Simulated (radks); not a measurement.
Values are calculated unless marked as measured or tabulated.
Spherical quantum dot in the effective-mass picture: electrons in a hard-walled sphere of radius 8.46, with a point charge +1 (a donor) at the centre, all in effective atomic units (hartree* = m*/eps^2 hartree, bohr* = eps/m* bohr), one dielectric constant everywhere. Level of theory: non-relativistic Kohn-Sham, LDA (Slater exchange, Perdew-Wang correlation), spin-polarised, spherical densities (a radial shooting solver with Libxc functionals). Levels are named by radial order and angular momentum (1s, 1p, 1d, 2s, ...), and open shells are averaged over m. Results are scaled to m* = 0.33 and eps = 4.4, for which hartree* = 463.8 meV and bohr* = 0.7056 nm.

N = 8, configuration 1s2 1p6. This is the lowest configuration that the search found. Occupied and some empty levels:

level,occupation,eigenvalue (meV),<r> (nm)
1s,2,471.65,2.452
1p,6,505.56,4.056
2s,0,512.10,2.857
1d,0,536.85,4.226
1f,0,578.63,4.353

Energy (meV): total 1598.52, kinetic 649.40, external -1011.9, Hartree 2557.0, exchange-correlation -596.02.

Electron density:

r (nm),n(r) (e/nm^3)
0.452,0.1922
0.899,0.06252
1.35,0.02498
1.79,0.01380
2.24,0.01109
2.69,0.01160
3.13,0.01335
3.58,0.01498
4.03,0.01511
4.47,0.01267
4.92,0.007922
5.37,0.002920
5.81,0.0001907
